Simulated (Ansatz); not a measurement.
Process, species as SMILES: Cl[SiH][SiH2]Cl → Cl[SiH-][SiH2]Cl (an electron is taken up)

Quantity: adiabatic electron affinity (0 K, with zero-point energies), in eV. Positive where the reaction releases energy. Conventions: no spin-orbit coupling; 6-311+G** with 5d, 6d on Na to Ar in Ansatz (a first-principles code); open shells spin-unrestricted; frozen cores in correlated levels; non-relativistic; dispersion terms only where a functional's name holds one; LANL2DZ with its own core potentials from Na on; six Cartesian d functions in 6-31G* and its kin unless marked 5d. CBS(X,Y): correlation extrapolated as X^-3; Hartree-Fock from the larger set. First-principles rows: single points at B3LYP-D3(BJ) geometries (Ansatz), with unscaled harmonic terms from B3LYP/6-31G* (Ansatz) at its own minima. Sets without +, aug- or the D of def2-TZVPD hold no diffuse functions, which anions need.

Coupled cluster (Ansatz) is a level with limits of its own, used here on species with T1 under 0.025 (0.045 for open shells) and stable references: CCSD(T)/CBS(aug-cc-pV(T+d)Z,aug-cc-pV(Q+d)Z).

Value to compare with, CCSD(T)/CBS(aug-cc-pV(T+d)Z,aug-cc-pV(Q+d)Z) (Ansatz): 2.49 eV.

| level | program | adiabatic electron affinity (0 K, with zero-point energies) (eV) | difference |
|---|---|---|---|
| HF/STO-3G | Ansatz | -1.69 | -4.18 |
| HF/LANL2DZ | Ansatz | 2.05 | -0.44 |
| HF/6-31G* | Ansatz | 1.40 | -1.09 |
| PBE/def2-SVP | Ansatz | 2.19 | -0.30 |
| B3LYP/STO-3G | Ansatz | -0.51 | -3.00 |
| B3LYP/6-31G* | Ansatz | 2.41 | -0.08 |
| MP2/6-311+G** | Ansatz | 2.11 | -0.38 |
| PBE/def2-TZVPD | Ansatz | 2.42 | -0.07 |
| B3LYP-D3(BJ)/def2-TZVPD | Ansatz + dftd3 | 2.48 | -0.01 |
| PBE0/def2-TZVPD | Ansatz | 2.34 | -0.15 |

Among the 7 habitual levels, HF/STO-3G lies farthest from CCSD(T)/CBS(aug-cc-pV(T+d)Z,aug-cc-pV(Q+d)Z) (Ansatz) (-4.18 eV) and B3LYP/6-31G* nearest (-0.08); 0 of 7 lie above it, and their mean absolute difference is 1.35 eV, the median 0.44. One case shows no general order.

The levels are drawn from those run, B3LYP/6-31G* more often than the rest, none by its result; left out are runs that failed, that the program found above a lower state of the same kind, or whose <S^2> lies over 0.5 above the pure value.
